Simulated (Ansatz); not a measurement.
Relative stability

The two ends of one reaction step of CH$_{9}$NSn, singlet (PBE0-D4/def2-TZVP).

A:

| atom | x (Å) | y (Å) | z (Å) |
| --- | --- | --- | --- |
| Sn1 | -1.2630 | 1.1044 | 0.6820 |
| N2 | -0.0927 | -0.5060 | 0.2842 |
| C3 | 0.1379 | -0.8622 | -1.1039 |
| H4 | -2.7944 | 0.9863 | -0.0861 |
| H5 | -0.4203 | 2.4524 | 0.0659 |
| H6 | -1.4396 | 1.1624 | 2.3757 |
| H7 | 2.4020 | -0.1233 | 0.7145 |
| H8 | 3.1479 | -0.0418 | 0.7070 |
| H9 | -0.3563 | -1.3169 | 0.8277 |
| H10 | 0.9031 | -1.6424 | -1.1734 |
| H11 | -0.7504 | -1.2181 | -1.6468 |
| H12 | 0.5259 | 0.0049 | -1.6469 |

B:

```xyz
12
angstrom
Sn -0.3941 1.7832 0.8618
N 0.2178 -1.0984 0.2534
C 0.2949 -1.2533 -1.1903
H -1.6785 1.1913 -0.0898
H -0.7438 3.4469 1.1582
H -0.3077 1.0342 2.3894
H 1.0906 -1.3606 0.6940
H 1.0930 1.7528 0.0289
H -0.5022 -1.6928 0.6445
H 0.5173 -2.2719 -1.5328
H -0.6536 -0.9446 -1.6352
H 1.0664 -0.5871 -1.5822
```

Program: Ansatz 0.2.0. Basis: def2-TZVPP. Cores are frozen in the correlated methods. Filled d shells of the heavier atoms are correlated. Core potentials replace the inner electrons of the atoms past krypton. The def2 sets are not built for correlating such inner shells, so the correlated values are less sure here. B3LYP uses VWN-RPA correlation.

Task: Which structure is lower at CCSD(T), and by how much? (An estimate is asked for; the value comes from the calculation.)

Result: Computed: B, by 0.494 eV (electronic energy, against the other). By their contacts, A is a complex of CH₇NSn ([CH3][NH][SnH3]) + H₂ and B is a complex of CH₅N ([CH3][NH2]) + SnH₄.

All methods give the same order:

```csv
method,E(B) − E(A) (eV)
SPW92,-0.613
PBE-D4,-0.495
BLYP-D4,-0.433
r2SCAN-D4,-0.503
B97M-V,-0.627
PBE0-D4,-0.560
B3LYP-D4,-0.501
r2SCAN0-D4,-0.561
BHLYP-D4,-0.571
CAM-B3LYP-D4,-0.542
wB97X-V,-0.529
wB97M-V,-0.549
B2PLYP,-0.476
PBE-QIDH,-0.533
RPA on PBE,-0.473
HF,-0.640
MP2,-0.407
CCSD,-0.535
CCSD(T),-0.494
```

T1 diagnostic: at most 0.013.

Labels in which every atom is bracketed show which atoms are joined, not bond orders.

For scale, one of the runs: CCSD(T)/def2-TZVPP, 238 basis functions, launched by `ansatz run in.yaml --threads 4 --pin off --events-out ev --progress --plain --max-ram 9574MiB`. The run took 2.5 min on 4 CPU threads of an Arm Neoverse V1 (shared host), with 4.9 GiB of host memory at its peak.
